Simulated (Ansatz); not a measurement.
One change: `ClCBr` becomes `F[SiH2]C(Cl)Br`.

Ansatz, PBE0-D4/def2-TZVP geometries, multiplicity 1. Each molecule was computed in one conformer, which needn't be the lowest.

Scalar relativity is left out up to krypton. Spin–orbit coupling is left out; it splits and shifts lone-pair levels of the heavy atoms by tenths of an eV.

```
                               property  `ClCBr`
     LUMO energy (PBE0/def2-TZVPP) / eV    -0.63
     HOMO energy (PBE0/def2-TZVPP) / eV    -8.31
  HOMO–LUMO gap (B3LYP/def2-TZVPP) / eV     7.15
   HOMO–LUMO gap (PBE0/def2-TZVPP) / eV     7.68
HOMO–LUMO gap (ωB97M-V/def2-TZVPP) / eV    12.05
    HOMO energy (B3LYP/def2-TZVPP) / eV    -8.05
```

Question: Give the same properties after the change, and the shifts. (Estimate.)

Answer: Ansatz gave: 
```tsv
property	`F[SiH2]C(Cl)Br`	shift
LUMO energy (PBE0/def2-TZVPP) / eV	-1.06	-0.43
HOMO energy (PBE0/def2-TZVPP) / eV	-8.26	0.05
HOMO–LUMO gap (B3LYP/def2-TZVPP) / eV	6.72	-0.43
HOMO–LUMO gap (PBE0/def2-TZVPP) / eV	7.20	-0.48
HOMO–LUMO gap (ωB97M-V/def2-TZVPP) / eV	11.50	-0.55
HOMO energy (B3LYP/def2-TZVPP) / eV	-8.03	0.02
```

With PBE0 the HOMO rises by 0.05 eV and the LUMO falls by 0.43 eV, so the gap narrows by about 0.48 eV. PBE moves the HOMO by 0.02 eV and ωB97M-V by 0.10 eV.

B3LYP here is the variant with VWN-RPA as its local correlation; programs differ in this.
